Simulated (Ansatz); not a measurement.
The same path of a periodic cell of 17 atoms, KRb$_{16}$ (surface Rb(110), adsorbate K) was run twice with different band settings.

All numbers below come from DFT PBE, scalar-relativistic, plane waves, PAW (Ansatz). Settings: cutoff 420 eV, k mesh 2x2x1, gaussian smearing 0.15 eV, no spin polarisation.

Relaxed end points:

```xyz
17
Lattice="11.1800 0.0000 0.0000 5.5900 7.9055 0.0000 0.0000 0.0000 24.8582" Properties=species:S:1:pos:R:3
Rb 0.000 3.953 1.000
Rb 5.590 3.953 1.000
Rb 2.795 7.905 1.000
Rb 8.385 7.905 1.000
Rb -0.026 0.012 5.029
Rb 5.615 0.012 5.033
Rb 2.794 3.962 5.040
Rb 8.385 3.966 5.104
Rb 0.088 3.997 9.067
Rb 5.499 3.992 9.065
Rb 2.798 7.993 8.982
Rb 8.379 7.887 8.888
Rb 0.151 0.110 12.900
Rb 5.434 0.106 12.886
Rb 2.796 4.207 13.389
Rb 8.381 3.965 13.006
K 8.372 0.622 16.436
```

```xyz
17
Lattice="11.1800 0.0000 0.0000 5.5900 7.9055 0.0000 0.0000 0.0000 24.8582" Properties=species:S:1:pos:R:3
Rb 0.000 3.953 1.000
Rb 5.590 3.953 1.000
Rb 2.795 7.905 1.000
Rb 8.385 7.905 1.000
Rb -0.001 0.010 5.040
Rb 5.590 0.013 5.104
Rb 2.769 3.964 5.029
Rb 8.410 3.965 5.033
Rb 0.003 4.040 8.982
Rb 5.584 3.935 8.888
Rb 2.883 7.949 9.067
Rb 8.294 7.945 9.065
Rb 0.001 0.255 13.389
Rb 5.586 0.012 13.006
Rb 2.946 4.063 12.900
Rb 8.229 4.058 12.886
K 11.167 4.575 16.436
```

Common settings: climbing image yes; spring 5.0 eV/Å²; force threshold 0.05 eV/Å; end points relaxed; atoms held 1 to 4.

| run | movable images | optimiser | start path | iteration limit | largest step |
| --- | --- | --- | --- | --- | --- |
| 1 | 7 | quadratic models (default) | IDPP | 73 | default |
| 2 | 3 | fire | default | 50 | 1.0 Å |

Q: What does each run give, and how far can it be trusted?

A: Run 1: converged after 8 iterations, highest image 0.038 eV above the first end. A structure lower than the last end lies on the path between it and the top, so the climb from that side starts below the end, which may itself be a saddle point or a shallow side well. By the program's own check the climbing image is of a kind that is not told: the force calls were inconclusive, a negative curvature could not be distinguished from the path's own, the only one lies far off the path, or fixed occupations may fill a level only in part (lowest curvatures found: -0.02 and 0.00 eV/Å²).
Run 2: converged after 17 iterations, highest image 0.038 eV above the first end. The order of the stationary point at the top wasn't checked.
Limits of this set-up: coarse k mesh, slab without dipole correction.
